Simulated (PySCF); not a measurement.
**borazine: 4 charge schemes on one density**

Species: borazine, B₃H₆N₃.
Geometry (PBE0-D3(BJ)/def2-SVP, Å), atoms numbered from 1 in this order:
```xyz
12
B3H6N3 angstrom
B      0.9904   -1.0500   -0.0865
N      1.3563    0.2901    0.2392
B      0.4023    1.3477    0.3258
N     -0.9644    1.0222    0.0764
B     -1.3925   -0.2988   -0.2510
N     -0.3917   -1.3129   -0.3240
H      1.8191   -1.9282   -0.1591
H      2.3306    0.4996    0.4102
H      0.7393    2.4768    0.5992
H     -1.6566    1.7571    0.1329
H     -2.5576   -0.5491   -0.4587
H     -0.6728   -2.2560   -0.5566
```

Density: PBE0/pcSseg-1 (PySCF); schemes: Mulliken, IAO, Hirshfeld and ESP-fitted. Isolated species at its PBE0-D3(BJ)/def2-SVP geometry, gas phase.

Q: At which atom do the 4 schemes differ most?

A: At N4: from -0.633 (ESP-fitted) to -0.224 e (Hirshfeld), 0.409 e apart.

Q: Which atoms carry the highest charge in the Mulliken, IAO, Hirshfeld and ESP-fitted schemes?

A: The schemes don't all agree: Mulliken B1, B3 and B5 (+0.320); IAO H8, H10 and H12 (+0.279); Hirshfeld B1, B3 and B5 (+0.159); ESP-fitted B3 (+0.456).

Q: Give the atomic charges in each scheme.

A: In e:

```tsv
atom	environment	Mulliken	IAO	Hirshfeld	ESP-fitted
B1	three-coordinate boron	+0.320	+0.180	+0.159	+0.450
N2	boron-bound nitrogen	-0.536	-0.453	-0.224	-0.621
B3	three-coordinate boron	+0.320	+0.180	+0.159	+0.456
N4	boron-bound nitrogen	-0.536	-0.453	-0.224	-0.633
B5	three-coordinate boron	+0.320	+0.180	+0.159	+0.452
N6	boron-bound nitrogen	-0.536	-0.453	-0.224	-0.621
H7	B–H hydrogen	-0.001	-0.006	-0.069	-0.139
H8	N–H hydrogen	+0.218	+0.279	+0.134	+0.310
H9	B–H hydrogen	-0.001	-0.006	-0.069	-0.141
H10	N–H hydrogen	+0.217	+0.279	+0.134	+0.315
H11	B–H hydrogen	-0.001	-0.006	-0.069	-0.138
H12	N–H hydrogen	+0.217	+0.279	+0.134	+0.310
```

Mean size of the charges over all atoms: ESP-fitted 0.382 e, Mulliken 0.269 e, IAO 0.230 e, Hirshfeld 0.147 e. Each set sums to the total charge, 0, to within 0.001 e. The Hirshfeld scheme weights the molecular density at each point by an atom's share of the summed free-atom densities.

Q: Sum the charges by element.

A: 
```json
{"element": "B", "atoms": "3", "Mulliken": "+0.959", "IAO": "+0.541", "Hirshfeld": "+0.477", "ESP-fitted": "+1.357"}
{"element": "N", "atoms": "3", "Mulliken": "-1.608", "IAO": "-1.359", "Hirshfeld": "-0.673", "ESP-fitted": "-1.875"}
{"element": "H", "atoms": "6", "Mulliken": "+0.649", "IAO": "+0.817", "Hirshfeld": "+0.195", "ESP-fitted": "+0.517"}
```

Q: How many electrons does the IAO scheme count on B3?

A: Z − q = 5 − (+0.180) = 4.820.
